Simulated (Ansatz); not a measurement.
Program: Ansatz. Geometries: PBE0-D4/def2-TZVP. ΔE: electronic, gas phase. CCSD(T)/CBS adds triple-zeta CCSD(T) − MP2 to the extrapolated MP2 energy (def2 sets, frozen cores). DFT in def2-TZVPP. def2 core potentials past Kr. For Br, In outer-core shells are correlated without core-valence functions, which leaves a few kJ/mol of doubt a bond. Scalar relativity is left out up to krypton. One conformer a species, not always the lowest.

Reaction (formal exchange of groups at the In–C bond): `C[CH2][InH][F]` + `CC(Cl)Br` → `[F][InH][Cl]` + `CCC(C)Br`

```csv
level,ΔE (kJ/mol)
r2SCANh-D4,-179.9
ωB97X-V,-179.8
```

**Question.** What does CCSD(T)/CBS give? (Best estimate.)

**Answer.** The calculation gave: -176.3 kJ/mol. The listed levels differ from it by -3.6, -3.5 kJ/mol.

Largest T1 diagnostic among the species: 0.015.

From BLYP to BHLYP (50 % exact exchange), in def2-TZVPP and without D4, ΔE moves by −27.1 kJ/mol. At CCSD(T), def2-SVP lies −20.9 kJ/mol from the extrapolated value and def2-TZVPP −0.5 kJ/mol. In def2-TZVPP, CCSD(T) changes the Hartree–Fock value by +30.9 kJ/mol (the triples alone add +3.7 kJ/mol) and MP2 by +32.7 kJ/mol.
